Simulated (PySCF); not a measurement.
Scalar relativity in P³⁺ (phosphorus, charge +3)

[Ne] 3s2, closed-shell 1S; UHF calculated with PySCF 2.14 in dyall-av3z (19s12p3d2f, 84 functions), once non-relativistic with a point nucleus and once with spin-free X2C-1e and a Gaussian nucleus.

```csv
shell,ε non-rel. (eV),"rms r non-rel. (bohr, spins averaged)"
1s,-2216.3,0.1203
2s,-243.26,0.5598
2p,-185.64,0.5384
3s,-49.883,1.810
```

(1) How does scalar relativity move these shells?

The total energy goes from -338.5631 to -339.3824 hartree.

Relativity contracts and stabilises s shells directly. The contracted s shells screen the nucleus better, so for spin-averaged p shells the direct and indirect effects partly cancel.

Answers

(1) 1s: ε -2222.3 eV, radius -0.46 %; 2s: ε -244.26 eV, radius -0.35 %; 2p: ε -185.62 eV, radius -0.10 %; 3s: ε -50.000 eV, radius -0.23 %.
